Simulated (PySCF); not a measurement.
Delta-SCF ions had no search for a lower state. Excitations are Tamm–Dancoff values on a coarser integration grid. The basis has no diffuse functions, so Rydberg states are missing or too high.

Cartesian coordinates (Å):
SMILES: C=CCS
```xyz
10

C     -1.4502    -0.5775     0.1376
C     -0.3938     0.0970     0.5705
C      0.6041     0.7366    -0.3259
S      2.2745     0.0508    -0.1044
H     -1.6528    -0.6900    -0.9230
H     -2.1492    -1.0383     0.8251
H     -0.2025     0.1873     1.6367
H      0.3049     0.6613    -1.3723
H      0.7240     1.7972    -0.0870
H      1.9408    -1.2245    -0.3574
```
Charge 0, spin multiplicity 1.

Q: Predict the HOMO–LUMO gap, brightest of the four lowest singlets (TDA), vertical ionisation energy (Delta-SCF), S1 excitation (TDA) and LUMO from PySCF 2.14.0 with ωB97X-D3(BJ)/def2-TZVP // PBE0-D3(BJ)/def2-TZVP.

A: 
| Property | Result |
|---|---|
| HOMO–LUMO gap | 11.37 eV |
| brightest of the four lowest singlets (TDA) | 7.71 eV |
| vertical ionisation energy (Delta-SCF) | 9.32 eV |
| S1 excitation (TDA) | 5.67 eV |
| LUMO | 2.08 eV |
